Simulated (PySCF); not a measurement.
Precursor series Ti Cl-F. All species are isolated molecules in the gas phase.

The numbers are results of TPSSh-D3(BJ)/def2-TZVP // TPSS-D3(BJ)/def2-SVP (PySCF 2.14.0), not measurements. 

```tsv
species	HOMO–LUMO gap (eV)
0 of 4 Cl replaced by F ([Ti(Cl)4])	4.61
1 of 4 Cl replaced by F ([Ti(Cl)3(F)])	4.69
2 of 4 Cl replaced by F ([Ti(Cl)2(F)2])	4.96
4 of 4 Cl replaced by F ([Ti(F)4])	7.67
```
